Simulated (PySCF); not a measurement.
Gas-phase reaction: 4 ZnH₂ + C₄H₂ + H₂ → 4 ZnCH₃

Energies from PySCF, thermal terms from the rigid-rotor harmonic-oscillator model, ideal gas at 1 bar. † marks an energy on the PBE0/def2-TZVP geometry and frequencies; other levels use their own. 6-31G* has spherical d functions here. Open shells (unrestricted): ZnCH₃ (multiplicity 2); the rest are closed-shell singlets. Zn: all electrons, no relativistic terms. ZnH₂, ZnCH₃: computed as isolated molecules; such fragments, hydroxides, amides, oligomers or adducts are transient or little studied in the gas. The harmonic model lacks anharmonicity and excited electronic states, which grow with temperature; levels with a mode under 35 cm⁻¹ are left out.

```
level               ΔE electronic, kJ  ΔH°(298 K), kJ  ΔS°(298 K), J/K  ΔG°(600 K), kJ
------------------  -----------------  --------------  ---------------  --------------
BLYP/def2-TZVP†                  -283            -186             -163             -83
HF/6-31G*                        -543            -428             -169            -320
PBE/def2-TZVP†                   -347            -250             -163            -147
PBE0/def2-SVP†                   -405            -308             -163            -204
ωB97M-V/def2-TZVP†               -307            -210             -163            -107
ωB97X-V/def2-TZVP†               -312            -215             -163            -112
```
ΔH° is lowest at HF/6-31G* and highest at BLYP/def2-TZVP†. No reference value is set beside these.
